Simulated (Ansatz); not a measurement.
```json
{"atom": "O", "x (Å)": "0.0000", "y (Å)": "0.0000", "z (Å)": "-1.8167"}
{"atom": "C", "x (Å)": "0.0000", "y (Å)": "0.0000", "z (Å)": "-0.5677"}
{"atom": "S", "x (Å)": "0.0000", "y (Å)": "0.0000", "z (Å)": "1.1212"}
```

Basis set: def2-TZVP (spherical functions). Correlated methods keep 7 orbitals frozen. Charge 0, multiplicity 1.

Computed with Ansatz (development build ahead of 0.2.0); each method stands on the lowest determinant of its kind that the runs found. Restricted open shells among the atoms or ions are ROHF, correlated in semicanonical orbitals with singles.

The atomization energy at this shape (free ground-state atoms in the same class of orbitals less the molecule, no zero-point energy) of singlet COS:

```tsv
method	atomization energy
RHF	8.30 eV
```

Task: What does RHF-MP2 give?

Result: 14.28 eV. Caution: the shape is not the minimum.
